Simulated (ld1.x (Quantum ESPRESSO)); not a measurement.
**PBE TM dataset for phosphorus, scalar-relativistic all-electron reference.**

ld1.x (Quantum ESPRESSO) 7.5 input, shortened:

```
&input
   title='P', zed=15., rel=1, dft='PBE', iswitch=3,
   config='[Ne] 3s2 3p3'
 /
 &inputp
   pseudotype=2, tm=.true., lloc=-2, rcloc=1.40,
   nlcc=.true., new_core_ps=.true., rcore=0.85
 /
2
3S  1  0   2.00   0.00  1.55  1.55  0.0
3P  2  1   3.00   0.00  1.55  1.55  0.0
 &test
   configts(1)='3s2 3p3'
 /
```

All-electron outer shells of the reference configuration (PBE, scalar-relativistic, ld1.x):

```json
{"shell": "2s", "level (eV)": "-173.99", "outermost node (bohr)": "0.14", "outermost maximum (bohr)": "0.42"}
{"shell": "2p", "level (eV)": "-124.49", "outermost node (bohr)": "–", "outermost maximum (bohr)": "0.36"}
{"shell": "3s", "level (eV)": "-13.97", "outermost node (bohr)": "0.65", "outermost maximum (bohr)": "1.58"}
{"shell": "3p", "level (eV)": "-5.51", "outermost node (bohr)": "0.64", "outermost maximum (bohr)": "1.83"}
```

Results:

```
Cutoffs needed           : 21 Ry and 50 Ry (the cutoffs (Ry, on a coarse ladder) from which the occupation-weighted sum of valence levels, in a spherical-Bessel basis at the reference potential, stays within 10 and 1 mRy of its value at 400 Ry)
Ghost test               : no extra level below or beside the all-electron valence levels (s, p, d, f tested) (spherical-Bessel basis up to 400 Ry, 20 bohr box)
Largest excitation error : +162 meV (all-electron minus pseudo) for 3s1 3p0, out of 7 test configurations
```

Generation and tests took about 0.69 s on one core of a shared server CPU.
